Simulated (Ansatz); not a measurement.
Reaction (silylene loss): `C=C=C(F)N[SiH3]` → `C=C=C(N)F` + `[SiH2]`

Isolated molecules relaxed with PBE0-D4/def2-TZVP in Ansatz; ΔE leaves out vibrations. CCSD(T)/CBS adds triple-zeta CCSD(T) − MP2 to the extrapolated MP2 energy (def2 sets, frozen cores). This one scheme is used for every species. DFT in def2-TZVPP. B3LYP here is the variant with VWN-RPA as its local correlation; programs differ in this. Each species was taken in one conformer, which may not be the lowest.

`C=C=C(F)N[SiH3]`:

```xyz
12

C    -1.595   -1.271   -1.142
C    -0.738   -1.127   -0.174
C     0.106   -0.920    0.803
F     0.139   -1.751    1.862
N     0.991    0.125    0.924
Si    0.818    1.616    0.052
H    -1.405   -1.937   -1.980
H    -2.542   -0.735   -1.153
H     1.880   -0.133    1.329
H     0.993    1.466   -1.417
H    -0.532    2.165    0.319
H     1.885    2.502    0.579
```

`C=C=C(N)F`:

```xyz
9

C     0.036    0.930   -1.634
C    -0.225    0.352   -0.498
C    -0.437   -0.172    0.679
N     0.465   -0.809    1.512
F    -1.646   -0.083    1.258
H    -0.167    0.443   -2.585
H     0.462    1.930   -1.684
H     0.129   -1.703    1.849
H     1.382   -0.890    1.102
```

`[SiH2]`:

Cartesian coordinates in Å:
```
Si 0.149 -0.696 -0.022
H 0.046 0.340 1.094
H -0.195 0.356 -1.072
```

```json
{"level": "B3LYP-D4", "ΔE (kJ/mol)": "281.8"}
{"level": "ωB97X-V", "ΔE (kJ/mol)": "294.7"}
{"level": "HF/def2-TZVPP", "ΔE (kJ/mol)": "269.7"}
{"level": "SCS-MP2/def2-TZVPP", "ΔE (kJ/mol)": "291.2"}
{"level": "HF/def2-QZVPP", "ΔE (kJ/mol)": "271.3"}
{"level": "MP2/def2-QZVPP", "ΔE (kJ/mol)": "307.4"}
{"level": "HF/CBS(def2)", "ΔE (kJ/mol)": "271.5"}
{"level": "CCSD/CBS(def2)", "ΔE (kJ/mol)": "282.2"}
```

Task: What does CCSD(T)/CBS give? (Best estimate.)

Result: The calculation gave: +286.6 kJ/mol. The listed levels differ from it by -4.8, 8.1, -16.9, 4.6, -15.3, 20.8, -15.1, -4.4 kJ/mol.

Largest T1 diagnostic among the species: 0.014.

The D4 term adds +15.4 kJ/mol with B3LYP and +8.5 kJ/mol with PBE0; it sums over pairs of atoms, weighted by their polarisabilities, and B3LYP, whose exchange is more repulsive, gets the larger term. In def2-TZVPP, CCSD(T) changes the Hartree–Fock value by +9.8 kJ/mol (the triples alone add +4.3 kJ/mol) and MP2 by +33.1 kJ/mol. From PBE to PBE0 (25 % exact exchange), in def2-TZVPP and without D4, ΔE moves by +11.4 kJ/mol.
